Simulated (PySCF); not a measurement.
C4H6, triplet, geometry from GFN2-xTB (a higher spin typed on purpose: for a closed-shell molecule this is an excited state), with bond 10-4 at 1.4 times its length; CASSCF(6,5)/STO-3G (PySCF).

Here is a job for PySCF.
```python
from pyscf import gto, scf, mcscf
import numpy

mol = gto.M(
    atom='''
C     1.752156    0.251476   -0.687494
C     0.650724   -0.063023    0.174551
C    -0.687601    0.059309   -0.164420
C    -1.725363   -0.245536    0.671225
H     2.197628    1.231536   -0.690199
H     2.198931   -0.497077   -1.319184
H     0.876362   -0.427372    1.176344
H    -0.915441    0.421177   -1.159399
H    -2.747596   -0.133189    0.360350
H    -1.478984   -0.753588    2.067994
''',
    basis='sto-3g',
    charge=0,
    spin=2,
    verbose=4,
)

mf = scf.ROHF(mol)
mf.kernel()
mc = mcscf.CASSCF(mf, 5, 6)
mc.fix_spin_(ss=2.0)
mc.kernel()
occ = numpy.linalg.eigvalsh(mc.fcisolver.make_rdm1(mc.ci, mc.ncas, mc.nelecas))[::-1]
ss = mc.fcisolver.spin_square(mc.ci, mc.ncas, mc.nelecas)[0]
print('natural occupations', occ.round(4), ' <S^2>', round(ss, 4))
```

### Question
Predict the main parts of the log of this PySCF run.

### Answer

```
PySCF version 2.14.0

[INPUT] verbose = 4
[INPUT] num. atoms = 10
[INPUT] num. electrons = 30
[INPUT] charge = 0
[INPUT] spin (= nelec alpha-beta = 2S) = 2
[INPUT] symmetry False subgroup None
[INPUT] Mole.unit = angstrom
[INPUT] Symbol           X                Y                Z      unit          X                Y                Z       unit  Magmom
[...]
nuclear repulsion = 101.670762257657
number of shells = 18
number of NR pGTOs = 78
number of NR cGTOs = 26
basis = sto-3g
ecp = {}

******** <class 'pyscf.scf.rohf.ROHF'> ********
method = ROHF
initial guess = minao
damping factor = 0
level_shift factor = 0
DIIS = <class 'pyscf.scf.diis.CDIIS'>
diis_start_cycle = 1
diis_space = 8
diis_damp = 0
SCF conv_tol = 1e-09
SCF conv_tol_grad = None
SCF max_cycles = 50
direct_scf = True
direct_scf_tol = 1e-13
num. doubly occ = 14  num. singly occ = 2
Set gradient conv threshold to 3.16228e-05
init E= -153.388795858898
[...]
cycle= 1 E= -152.826370171509  delta_E= 0.562  |g|= 0.234  |ddm|= 2.82
[...]
cycle= 2 E= -152.8588529957  delta_E= -0.0325  |g|= 0.0597  |ddm|= 0.363
[...]
cycle= 3 E= -152.860612767348  delta_E= -0.00176  |g|= 0.0204  |ddm|= 0.104
[...]
cycle= 4 E= -152.860939410487  delta_E= -0.000327  |g|= 0.00988  |ddm|= 0.0316
[...]
cycle= 5 E= -152.861133563163  delta_E= -0.000194  |g|= 0.00667  |ddm|= 0.0233
[...]
cycle= 6 E= -152.861311540958  delta_E= -0.000178  |g|= 0.0068  |ddm|= 0.0201
[...]
cycle= 7 E= -152.86050967693  delta_E= 0.000802  |g|= 0.00574  |ddm|= 0.0973
[...]
cycle= 8 E= -152.858863904896  delta_E= 0.00165  |g|= 0.00615  |ddm|= 0.378
[...]
cycle= 9 E= -152.858976702033  delta_E= -0.000113  |g|= 0.00568  |ddm|= 0.0239
[...]
cycle= 10 E= -152.862123356999  delta_E= -0.00315  |g|= 0.0073  |ddm|= 0.539
[...]
cycle= 11 E= -152.862757775892  delta_E= -0.000634  |g|= 0.00643  |ddm|= 0.0869
[...]
cycle= 12 E= -152.862423654886  delta_E= 0.000334  |g|= 0.0111  |ddm|= 0.199
[...]
cycle= 13 E= -152.861981214258  delta_E= 0.000442  |g|= 0.00669  |ddm|= 0.302
[...]
cycle= 14 E= -152.861719699281  delta_E= 0.000262  |g|= 0.007  |ddm|= 0.0295
[...]
cycle= 15 E= -152.861779550988  delta_E= -5.99e-05  |g|= 0.00701  |ddm|= 0.00674
[...]
cycle= 16 E= -152.861787290025  delta_E= -7.74e-06  |g|= 0.00708  |ddm|= 0.00104
[...]
cycle= 17 E= -152.862228065139  delta_E= -0.000441  |g|= 0.00649  |ddm|= 0.0507
[...]
cycle= 18 E= -152.86302115345  delta_E= -0.000793  |g|= 0.00172  |ddm|= 0.135
[...]
cycle= 19 E= -152.863050948932  delta_E= -2.98e-05  |g|= 0.000574  |ddm|= 0.0375
[...]
cycle= 20 E= -152.863053616583  delta_E= -2.67e-06  |g|= 0.000238  |ddm|= 0.0124
[...]
cycle= 21 E= -152.86305415726  delta_E= -5.41e-07  |g|= 6.09e-05  |ddm|= 0.00466
[...]
cycle= 22 E= -152.863054169464  delta_E= -1.22e-08  |g|= 4.98e-05  |ddm|= 0.00171
[...]
cycle= 23 E= -152.86305419088  delta_E= -2.14e-08  |g|= 1.86e-05  |ddm|= 0.00106
[...]
cycle= 24 E= -152.863054194355  delta_E= -3.47e-09  |g|= 3.84e-07  |ddm|= 0.000293
[...]
cycle= 25 E= -152.863054194356  delta_E= -1.31e-12  |g|= 1.72e-07  |ddm|= 2.79e-06
[...]
Extra cycle  E= -152.863054194356  delta_E= -1.14e-13  |g|= 1.26e-07  |ddm|= 7.07e-07
converged SCF energy = -152.863054194356

******** <class 'pyscf.mcscf.mc1step.CASSCF'> ********
CAS (4e+2e, 5o), ncore = 12, nvir = 9
max_cycle_macro = 50
max_cycle_micro = 4
conv_tol = 1e-07
conv_tol_grad = None
orbital rotation max_stepsize = 0.02
orbital rotation threshold for CI restart = 0.01
augmented hessian ah_max_cycle = 30
augmented hessian ah_conv_tol = 1e-12
augmented hessian ah_linear dependence = 1e-14
augmented hessian ah_level shift = 1e-08
augmented hessian ah_start_tol = 2.5
augmented hessian ah_start_cycle = 3
augmented hessian ah_grad_trust_region = 3
kf_trust_region = 3
kf_interval = 4
ci_response_space = 4
ci_grad_trust_region = 3
with_dep4 0
natorb = False
canonicalization = True
sorting_mo_energy = False
ao2mo_level = 2
internal_rotation = False
******** <class 'pyscf.fci.addons.SpinPenaltyFCISolver'> ********
[...]
CASCI E = -152.916790456580  S^2 = 2.0000000
[...]
               |grad[o]|=0.000752  |grad[c]|=0.000438  |ddm|=2.98e-05  |maxRot[o]|=0.034
macro iter  19 ( 21 JK    4 micro), CASSCF E = -152.920733824925  dE = -1.86669683e-06  S^2 = 2.0000000
               |grad[o]|=0.000704  |grad[c]|=0.00166  |ddm|=0.000154  |maxRot[o]|=0.0117
macro iter  20 ( 21 JK    4 micro), CASSCF E = -152.920726626350  dE =  7.19857439e-06  S^2 = 2.0000000
               |grad[o]|=0.000635  |grad[c]|=0.00388  |ddm|=0.000259  |maxRot[o]|=0.0523
macro iter  21 ( 21 JK    4 micro), CASSCF E = -152.920741482267  dE = -1.48559168e-05  S^2 = 2.0000000
               |grad[o]|=0.000672  |grad[c]|=0.000493  |ddm|=6.32e-05  |maxRot[o]|=0.0326
macro iter  22 ( 21 JK    4 micro), CASSCF E = -152.920761604140  dE = -2.01218728e-05  S^2 = 2.0000000
               |grad[o]|=0.000627  |grad[c]|=0.00227  |ddm|=0.000206  |maxRot[o]|=0.0612
macro iter  23 ( 17 JK    4 micro), CASSCF E = -152.920776780670  dE = -1.51765299e-05  S^2 = 2.0000000
               |grad[o]|=0.000585  |grad[c]|=0.00857  |ddm|=0.000566  |maxRot[o]|=0.0782
macro iter  24 (  7 JK    2 micro), CASSCF E = -152.920814726991  dE = -3.79463215e-05  S^2 = 2.0000000
               |grad[o]|=0.000712  |grad[c]|=0.0028  |ddm|=0.000442  |maxRot[o]|=0.0573
macro iter  25 (  7 JK    2 micro), CASSCF E = -152.920859483985  dE = -4.47569939e-05  S^2 = 2.0000000
               |grad[o]|=0.000661  |grad[c]|=0.00343  |ddm|=0.000512  |maxRot[o]|=0.0633
macro iter  26 (  7 JK    2 micro), CASSCF E = -152.920908715337  dE = -4.92313520e-05  S^2 = 2.0000000
               |grad[o]|=0.000616  |grad[c]|=0.00375  |ddm|=0.000538  |maxRot[o]|=0.0665
macro iter  27 (  7 JK    2 micro), CASSCF E = -152.920959790723  dE = -5.10753860e-05  S^2 = 2.0000000
               |grad[o]|=0.00058  |grad[c]|=0.00381  |ddm|=0.000532  |maxRot[o]|=0.0682
macro iter  28 (  7 JK    2 micro), CASSCF E = -152.921010041975  dE = -5.02512517e-05  S^2 = 2.0000000
               |grad[o]|=0.000547  |grad[c]|=0.00369  |ddm|=0.000503  |maxRot[o]|=0.069
macro iter  29 (  7 JK    2 micro), CASSCF E = -152.921056835099  dE = -4.67931240e-05  S^2 = 2.0000000
               |grad[o]|=0.000511  |grad[c]|=0.00345  |ddm|=0.000459  |maxRot[o]|=0.0695
macro iter  30 (  7 JK    2 micro), CASSCF E = -152.921097647812  dE = -4.08127129e-05  S^2 = 2.0000000
               |grad[o]|=0.000463  |grad[c]|=0.00314  |ddm|=0.000401  |maxRot[o]|=0.0697
macro iter  31 (  7 JK    2 micro), CASSCF E = -152.921130147613  dE = -3.24998010e-05  S^2 = 2.0000000
               |grad[o]|=0.000399  |grad[c]|=0.00285  |ddm|=0.00034  |maxRot[o]|=0.0698
macro iter  32 (  7 JK    2 micro), CASSCF E = -152.921152349226  dE = -2.22016133e-05  S^2 = 2.0000000
               |grad[o]|=0.000313  |grad[c]|=0.00269  |ddm|=0.000285  |maxRot[o]|=0.0699
macro iter  33 (  6 JK    2 micro), CASSCF E = -152.921161140005  dE = -8.79077891e-06  S^2 = 2.0000000
               |grad[o]|=0.000205  |grad[c]|=0.00145  |ddm|=0.000178  |maxRot[o]|=0.0499
macro iter  34 (  4 JK    1 micro), CASSCF E = -152.921163737538  dE = -2.59753267e-06  S^2 = 2.0000000
               |grad[o]|=0.000112  |grad[c]|=0.00125  |ddm|=0.00013  |maxRot[o]|=0.0361
macro iter  35 (  3 JK    1 micro), CASSCF E = -152.921163968884  dE = -2.31346348e-07  S^2 = 2.0000000
               |grad[o]|=4.85e-05  |grad[c]|=0.000338  |ddm|=9.13e-05  |maxRot[o]|=0.00828
macro iter  36 (  3 JK    1 micro), CASSCF E = -152.921164022196  dE = -5.33115951e-08  S^2 = 2.0000000
               |grad[o]|=3.38e-05  |grad[c]|=0.000171  |ddm|=5.38e-05  |maxRot[o]|=0.00447
1-step CASSCF converged in  36 macro (558 JK 115 micro) steps
CASSCF canonicalization
Density matrix diagonal elements [1.99915883 1.84960243 1.00005546 1.00254343 0.14863984]
CASSCF energy = -152.921164022196
CASCI E = -152.921164022196  E(CI) = -7.39505661595121  S^2 = 2.0000000
natural occupations [1.9992 1.8738 1.0001 1.0001 0.1269]  <S^2> 2.0
```
